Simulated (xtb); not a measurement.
C$_{4}$H$_{12}$O$_{2}$Si, charge -1, doublet, from a rough starting geometry (a state made from the parent by changing its charge; the spin is typed, not shown lowest); GFN2-xTB (xtb 6.7.1).

Input for xtb:
```
$ xtb mol.xyz --gfn 2 --chrg -1 --uhf 1 --opt vtight --json

# file mol.xyz
19

C     -1.96569685    -1.42180054     0.61823418
O     -0.59475767    -0.96140115     0.71324632
Si     0.11204263     0.35003216    -0.02560821
C     -0.71025622     1.99288173     0.55041470
C      0.02773696     0.20446847    -1.93965878
O      1.62839950     0.38830329     0.54024548
C      2.55624829    -0.62666183     0.66843548
H     -2.02547886    -2.30499931     1.20637941
H     -2.21954554    -1.57550359    -0.41873015
H     -2.62358501    -0.67234429     1.09794635
H     -1.70648750     2.10246167     0.25406802
H     -0.15649681     2.82623402     0.15392062
H     -0.65087239     2.07802727     1.57381360
H      0.44849190    -0.71315876    -2.19377446
H      0.56406239     0.99272594    -2.42704476
H     -1.00206351     0.17133481    -2.30399603
H      3.49956259    -0.21611756     0.95042083
H      2.14917110    -1.33072046     1.30794739
H      2.69876297    -1.03983068    -0.38864374
```

What the program printed (banner, timings and long lists left out):

```
   ID    Z sym.   atoms
    1    6 C      1, 4, 5, 7
    2    8 O      2, 6
    3   14 Si     3
    4    1 H      8-19

           -------------------------------------------------
          |                Calculation Setup                |
           -------------------------------------------------

           -------------------------------------------------
          |                 G F N 2 - x T B                 |
           -------------------------------------------------

          ...................................................
          :                      SETUP                      :
          :.................................................:
          :  # basis functions                  46          :
          :  # atomic orbitals                  45          :
          :  # shells                           27          :
          :  # electrons                        45          :
          :  max. iterations                   250          :
          :  Hamiltonian                  GFN2-xTB          :
          :  restarted?                      false          :
          :  GBSA solvation                  false          :
          :  PC potential                    false          :
          :  electronic temp.          300.0000000     K    :
          :  accuracy                    1.0000000          :
          :  -> integral cutoff          0.2500000E+02      :
          :  -> integral neglect         0.1000000E-07      :
          :  -> SCF convergence          0.1000000E-05 Eh   :
          :  -> wf. convergence          0.1000000E-03 e    :
          :  Broyden damping             0.4000000          :
          :  net charge                         -1          :
          :  unpaired electrons                  1          :
          ...................................................

 iter      E             dE          RMSdq      gap      omega  full diag
   1    -24.8150976 -0.248151E+02  0.589E+00    0.32       0.0  T
   2    -24.9029004 -0.878028E-01  0.362E+00    0.31       1.0  T
   3    -24.9049887 -0.208834E-02  0.211E+00    0.43       1.0  T
   4    -24.9043315  0.657210E-03  0.103E+00    0.49       1.0  T
   5    -24.9077077 -0.337624E-02  0.620E-01    0.55       1.0  T
   6    -24.9071581  0.549691E-03  0.428E-01    0.59       1.0  T
   7    -24.9078139 -0.655856E-03  0.231E-01    0.61       1.0  T
   8    -24.9078366 -0.227000E-04  0.113E-01    0.62       1.0  T
   9    -24.9078431 -0.652377E-05  0.585E-02    0.63       1.0  T
  10    -24.9078452 -0.203749E-05  0.169E-02    0.63       1.4  T
  11    -24.9078454 -0.269098E-06  0.539E-03    0.63       4.3  T
  12    -24.9078455 -0.199816E-07  0.273E-03    0.63       8.4  T
  13    -24.9078455 -0.710280E-08  0.160E-03    0.63      14.3  T
  14    -24.9078455 -0.163192E-08  0.673E-04    0.63      34.1  T
  15    -24.9078455 -0.200604E-09  0.148E-04    0.63     155.4  T

   *** convergence criteria satisfied after 15 iterations ***

         :::::::::::::::::::::::::::::::::::::::::::::::::::::
         ::                     SUMMARY                     ::
         :::::::::::::::::::::::::::::::::::::::::::::::::::::
         :: total energy             -24.607757909832 Eh    ::
         :: gradient norm              0.144841534409 Eh/a0 ::
         :: HOMO-LUMO gap              0.628445422545 eV    ::
         ::.................................................::
         :: SCC energy               -24.907752260925 Eh    ::
         :: -> isotropic ES            0.162970277808 Eh    ::
         :: -> anisotropic ES          0.015462826651 Eh    ::
         :: -> anisotropic XC         -0.003105071124 Eh    ::
         :: -> dispersion             -0.013575551622 Eh    ::
         :: repulsion energy           0.299994351093 Eh    ::
         :: add. restraining           0.000000000000 Eh    ::
         :: total charge              -1.000000000000 e     ::
         :::::::::::::::::::::::::::::::::::::::::::::::::::::

[...]
 * total energy  :   -24.6978180 Eh     change       -0.6344795E-06 Eh
 * total energy  :   -24.6978187 Eh     change       -0.7403216E-06 Eh
 * total energy  :   -24.6978194 Eh     change       -0.6499271E-06 Eh
 * total energy  :   -24.6978193 Eh     change        0.6747043E-07 Eh
 * total energy  :   -24.6978200 Eh     change       -0.6645035E-06 Eh
 * total energy  :   -24.6978204 Eh     change       -0.3635460E-06 Eh
 * total energy  :   -24.6978203 Eh     change        0.3760406E-07 Eh
 * total energy  :   -24.6978206 Eh     change       -0.3065392E-06 Eh
 * total energy  :   -24.6978208 Eh     change       -0.1599946E-06 Eh
 * total energy  :   -24.6978209 Eh     change       -0.1348798E-06 Eh
 * total energy  :   -24.6978210 Eh     change       -0.1029330E-06 Eh
 * total energy  :   -24.6978211 Eh     change       -0.4361456E-07 Eh
   *** GEOMETRY OPTIMIZATION CONVERGED AFTER 68 ITERATIONS ***
         :: total energy             -24.697821070185 Eh    ::
[...]
                  HL-Gap            0.1116352 Eh            3.0377 eV
             Fermi-level           -0.0458603 Eh           -1.2479 eV

     #   Z          covCN         q      C6AA      α(0)
     1   6 C        3.658     0.091    19.343     6.312
     2   8 O        1.618    -0.430    21.458     6.252
     3  14 Si       3.294     0.420   123.426    22.595
     4   6 C        3.611    -0.190    24.839     7.196
     5   6 C        3.639    -0.169    24.215     7.078
     6   8 O        1.614    -0.470    22.287     6.372
     7   6 C        3.650     0.077    19.592     6.358
     8   1 H        0.923    -0.018     3.384     2.877
     9   1 H        0.923    -0.015     3.323     2.851
    10   1 H        0.923    -0.013     3.287     2.835
    11   1 H        0.924    -0.046     3.999     3.127
    12   1 H        0.925    -0.044     3.948     3.107
    13   1 H        0.925    -0.049     4.071     3.155
    14   1 H        0.924    -0.033     3.701     3.009
    15   1 H        0.925    -0.038     3.818     3.056
    16   1 H        0.925    -0.038     3.808     3.052
    17   1 H        0.923    -0.018     3.386     2.878
    18   1 H        0.924    -0.000     3.059     2.735
    19   1 H        0.923    -0.017     3.379     2.875

 Mol. C6AA /au·bohr⁶  :       3768.009848
 Mol. C8AA /au·bohr⁸  :      97382.860159
 Mol. α(0) /au        :         97.718620

Wiberg/Mayer (AO) data.
largest (>0.10) Wiberg bond orders for each atom

 ---------------------------------------------------------------------------
     #   Z sym  total        # sym  WBO       # sym  WBO       # sym  WBO
 ---------------------------------------------------------------------------
     1   6 C    3.983 --     2 O    1.057     8 H    0.977     9 H    0.977
                            10 H    0.975
     2   8 O    2.101 --     1 C    1.057     3 Si   0.891
     3  14 Si   3.308 --     2 O    0.891     6 O    0.877     5 C    0.794
                             4 C    0.756
     4   6 C    3.886 --    12 H    1.006    13 H    1.003    11 H    0.998
                             3 Si   0.756
     5   6 C    3.933 --    16 H    1.006    15 H    1.006    14 H    0.996
                             3 Si   0.794
     6   8 O    2.038 --     7 C    1.019     3 Si   0.877
     7   6 C    3.985 --     6 O    1.019    18 H    0.981    17 H    0.979
                            19 H    0.978
     8   1 H    1.000 --     1 C    0.977
     9   1 H    1.000 --     1 C    0.977
    10   1 H    1.000 --     1 C    0.975
    11   1 H    0.998 --     4 C    0.998
    12   1 H    0.998 --     4 C    1.006
    13   1 H    0.997 --     4 C    1.003
    14   1 H    0.999 --     5 C    0.996
    15   1 H    0.999 --     5 C    1.006
    16   1 H    0.999 --     5 C    1.006
    17   1 H    0.999 --     7 C    0.979
    18   1 H    1.000 --     7 C    0.981
    19   1 H    1.000 --     7 C    0.978
 ---------------------------------------------------------------------------

Topologies differ in total number of bonds
Writing topology from bond orders to xtbtopo.mol

molecular dipole:
                 x           y           z       tot (Debye)
 q only:       -0.460      -0.635      -0.117
   full:       -1.093      -1.332      -0.677       4.706
molecular quadrupole (traceless):
                xx          xy          yy          xz          yz          zz
 q only:       -4.031       3.503       2.635      -0.371       1.969       1.396
  q+dip:       -3.587       0.705       0.351      -1.682       0.526       3.236
   full:       -2.450       0.148       0.092      -2.410      -0.054       2.357

optimized geometry written to: xtbopt.xyz

           -------------------------------------------------
          | TOTAL ENERGY              -24.697821070185 Eh   |
          | GRADIENT NORM               0.000060543622 Eh/α |
          | HOMO-LUMO GAP               3.037747168923 eV   |
           -------------------------------------------------

normal termination of xtb
```
